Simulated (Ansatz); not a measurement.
Computed with Ansatz on PBE0-D4/def2-TZVP structures; ΔE is electronic, products minus reactants. CCSD(T)/CBS adds triple-zeta CCSD(T) − MP2 to the extrapolated MP2 energy (def2 sets, frozen cores). This one scheme is used for every species. Functionals use def2-TZVPP. Each species was taken in one conformer, which may not be the lowest.

Reaction (hydrogenolysis of the Si–C bond): `CC[Si]CC` + H₂ → `CC[SiH]` + `CC`

`CC[Si]CC`:

Z-matrix (Å, degrees):
```
C
C 1 1.537
H 1 1.093 2 111.7
H 1 1.096 2 112.0 3 120.3
H 1 1.093 2 111.4 3 -120.2
Si 2 1.904 1 105.9 3 -68.8
H 2 1.093 1 109.5 3 172.7
H 2 1.094 1 110.1 3 54.6
C 6 1.906 2 101.1 1 76.3
C 9 1.522 6 122.1 2 27.5
H 9 1.106 6 101.1 2 -95.2
H 9 1.096 6 107.2 2 157.1
H 10 1.093 9 111.4 6 61.5
H 10 1.094 9 111.8 6 -178.6
H 10 1.092 9 111.8 6 -58.3
```

H₂:

Z-matrix (Å, degrees):
```
H
H 1 0.746
```

`CC[SiH]`:

```xyz
9

C    -0.485   -0.825   -0.117
C     0.011    0.450    0.552
Si    1.581    1.316   -0.049
H    -1.467   -1.129    0.258
H     0.200   -1.657    0.065
H    -0.559   -0.696   -1.198
H     0.023    0.356    1.643
H    -0.704    1.278    0.359
H     1.398    0.905   -1.514
```

`CC`:

```xyz
8

C    -0.518   -0.331    0.446
C     0.518    0.331   -0.446
H    -1.533   -0.064    0.145
H    -0.440   -1.420    0.407
H    -0.396   -0.030    1.490
H     1.533    0.064   -0.145
H     0.440    1.420   -0.408
H     0.396    0.030   -1.489
```

```csv
level,ΔE (kJ/mol),difference from CCSD(T)/CBS
revPBE-D4,-18.3,9.6
r2SCAN-D4,-26.7,1.2
B97M-V,-39.3,-11.4
ωB97M-V,-29.9,-2.0
PBE0,-39.1,-11.2
RPA@PBE/def2-TZVPP,-35.1,-7.2
HF/def2-TZVPP,-67.9,-40.0
MP2/def2-TZVPP,-22.9,5.0
MP2/def2-QZVPP,-20.7,7.2
SCS-MP2/def2-QZVPP,-30.8,-2.9
CCSD(T)/CBS,-27.9,0
```

Largest T1 diagnostic among the species: 0.012.

From BLYP to BHLYP (50 % exact exchange), in def2-TZVPP and without D4, ΔE moves by −4.1 kJ/mol. Leaving LDA and LC-ωPBE aside and taking each functional with its dispersion term where it has one, the values, not all of them listed here, spread over 21.3 kJ/mol, from B2PLYP to revPBE-D4. LDA lies +13.9 kJ/mol from PBE without D4. The D4 term adds +16.8 kJ/mol with B3LYP and +9.4 kJ/mol with PBE0; it sums over pairs of atoms, weighted by their polarisabilities, and B3LYP, whose exchange is more repulsive, gets the larger term.

B3LYP here is the variant with VWN-RPA as its local correlation; programs differ in this.
